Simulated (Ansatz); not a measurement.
A nudged elastic band was laid between two geometries of F₂H₈OSiW (13 atoms, charge 0, multiplicity 1).

Theory: RKS PBE0-D4/def2-SVP in Ansatz.

```
movable images  : 5
climbing image  : yes
spring          : 5.0 eV/Å²
optimiser       : quadratic models (default)
start path      : through a guess of the saddle point
force threshold : 0.05 eV/Å
iteration limit : 60
end points      : relaxed
```

First end point:

```xyz
13
Properties=species:S:1:pos:R:3
W -0.169 0.249 0.129
H -0.812 -0.048 1.670
H 0.444 -1.078 0.978
F 0.418 1.918 -0.542
F -1.812 0.062 -0.759
H 0.063 -1.142 -0.746
H 1.398 -0.209 -0.263
O 1.218 1.109 1.719
Si 2.903 1.285 1.415
H 3.535 -0.061 1.386
H 3.029 2.010 0.132
H 3.440 2.077 2.559
H 0.976 0.785 2.595
```

Last end point:

```xyz
13
Properties=species:S:1:pos:R:3
W 0.183 0.296 -0.023
H -0.454 0.488 2.444
H 0.689 -1.253 -0.535
F -0.569 2.068 -0.206
F -1.557 -0.334 -0.074
H 0.409 -1.140 0.869
H 0.588 0.203 -1.640
O 1.832 0.795 0.590
Si 3.250 1.094 1.473
H 3.843 -0.216 1.851
H 4.161 1.870 0.593
H 2.864 1.874 2.680
H -0.609 1.213 2.249
```

Q: What changes between the two ends?

A: Bonds broken: W1–H2, O8–H13. Bonds formed: H2–H13. F2H8OSiW becomes F2H6OSiW + H2.

Q: What energy profile does the band end with?

A: The run converged. The highest image is number 2 of 0 to 6, 21.8 kcal/mol above the first end and 30.4 kcal/mol above the last; the last end lies 8.6 kcal/mol below the first. A vibrational analysis at the climbing image gives one clearly imaginary mode, 1156i cm⁻¹: a first-order saddle point. The orbitals stay closed-shell, which can raise the energy where a bond breaks towards radicals; this wasn't checked here.

```tsv
image	path coordinate (Å)	energy (kcal/mol)	W1–H2 (Å)	O8–H13 (Å)	H2–H13 (Å)
0	0.00	0.0	1.70	0.97	2.18
1	1.60	6.0	1.71	0.97	1.75
2	3.20	21.8	1.84	1.20	1.09
3	5.41	-1.2	3.18	3.02	0.76
4	7.62	-1.1	3.73	3.37	0.76
5	9.84	-5.2	3.73	3.77	0.76
6	12.05	-8.6	2.56	2.98	0.77
```

Q: What is the geometry of the highest image?

A: 
```xyz
13
Properties=species:S:1:pos:R:3
W 0.019 0.376 0.052
H -0.096 -0.535 1.641
H 1.239 -0.768 0.209
F 0.321 1.909 -1.036
F -1.851 0.412 0.184
H -0.389 -1.234 -0.165
H 0.605 -0.367 -1.313
O 1.228 1.194 1.519
Si 2.900 1.394 1.766
H 3.483 0.058 2.074
H 3.490 1.958 0.523
H 3.060 2.323 2.915
H 0.621 0.236 1.903
```

Q: What are the harmonic wavenumbers there?

A: 1156i, 46, 75, 86, 148, 164, 242, 401, 446, 543, 654, 672, 701, 710, 736, 777, 845, 942, 943, 978, 992, 1006, 1125, 1160, 1264, 1738, 1978, 2093, 2117, 2173, 2259, 2278, 2286 cm⁻¹.

Time of the run: 5.6 min on 4 threads of Intel(R) Xeon(R) 6975P-C (Granite Rapids), on a shared host, peak memory 0.38 GiB.
